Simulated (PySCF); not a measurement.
**IrSe₂⁺, quintet: data card**

Method: UPBE0/[Ir def2-SVP with ECP60, Se def2-SVP], scalar-relativistic core potentials, density fitting, no spin–orbit coupling, PySCF.

The structure is a minimum.

```
Point group                                                                   : C2v
Bond lengths                                                                  : Ir–Se 2.243 Å (×2)
Bond angles                                                                   : Se–Ir–Se 90.3°
Principal quadrupole moments (Buckingham, traceless) about the centre of mass : -13.33, 4.93, 8.40 D Å
Principal polarisabilities                                                    : 47.0, 65.8, 100.9 bohr³
Entropy at 298.15 K and 1 bar (electronic part: spin only)                    : 337.6 J/(mol K)
Heat capacity Cp at 298.15 K                                                  : 55.1 J/(mol K)
Rotational symmetry number                                                    : 2
Zero-point energy                                                             : 4.4 kJ/mol
Highest occupied level (α)                                                    : -12.55 eV
Dipole moment about the centre of mass                                        : 0.21 D
Rotational constants                                                          : 0.07704, 0.04174, 0.02707 cm⁻¹
Spin squared ⟨S²⟩                                                             : 6.017
Enthalpy at 298.15 K above 0 K                                                : 13.93 kJ/mol
Lowest empty level (β)                                                        : -10.17 eV
```

Harmonic modes (masses in u: Ir 192.963, Se 79.917):
| symmetry | ω (cm⁻¹) | IR (km/mol) | type |
| --- | --- | --- | --- |
| a1 | 103 | 0.2 | bend |
| b2 | 298 | 6.5 | stretch |
| a1 | 335 | 0.0 | stretch |

In C2v the vibrations span 2a1 + b2. Here b1 is antisymmetric to the molecular plane and b2 lies in it.

Charges (e):
```csv
atom,Mulliken,Löwdin,polar tensor,spin (Mulliken),Mayer order to Ir1
Ir1,0.44,-0.20,0.37,1.30,–
"Se2,3",0.28,0.60,0.32,1.35,1.70
```

Mulliken populations on Ir1 (electrons outside its core potential): s 2.68, p 6.13, d 7.74, f 0.02.

Formally Ir is in oxidation state +5, d4, with 4 unpaired electrons (the high-spin count). The Mulliken spin on Ir is 1.30, so most of the spin sits on the ligands and the formal count fails. The polar-tensor charge on Ir, 0.37, is far below the formal one.

This need not be the most stable arrangement of these atoms. Other spin states or occupations of the open shell can lie lower. With an element this heavy the missing spin–orbit coupling can shift these numbers.

The final relaxation and frequency run took 60 s on 2 threads of a shared Arm Neoverse V2 host, with 96 basis functions and 10 gradients; the process peaked at 0.98 GiB.
